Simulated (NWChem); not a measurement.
CH$_{6}$Ge; SMILES [GeH3][CH3]

Program: NWChem. Pople sets run with spherical d functions. Each level has its own optimisation. Computed dipoles belong to the equilibrium geometry; the measured one is vibrationally averaged.

Measured dipole moment: 0.64 D (NIST CCCBDB, as tabulated in the package chemicals).

```tsv
level	dipole moment (D)	computed − measured
Hartree-Fock/STO-3G	0.02	-0.62
Hartree-Fock/3-21G	___	___
Hartree-Fock/6-31G*	___	___
B3LYP/6-31G*	0.79	+0.15
LDA (Slater exchange, VWN5)/def2-SVP	0.80	+0.16
PBE/def2-SVP	0.76	+0.12
BLYP/def2-SVP	0.74	+0.10
PBE0/def2-SVP	0.73	+0.09
```

Question: Some entries are withheld; supply them.

Answer: 
- Hartree-Fock/6-31G*, dipole moment (D): 0.67
- Hartree-Fock/6-31G*, computed − measured: +0.03
- Hartree-Fock/3-21G, dipole moment (D): 0.63
- Hartree-Fock/3-21G, computed − measured: -0.01
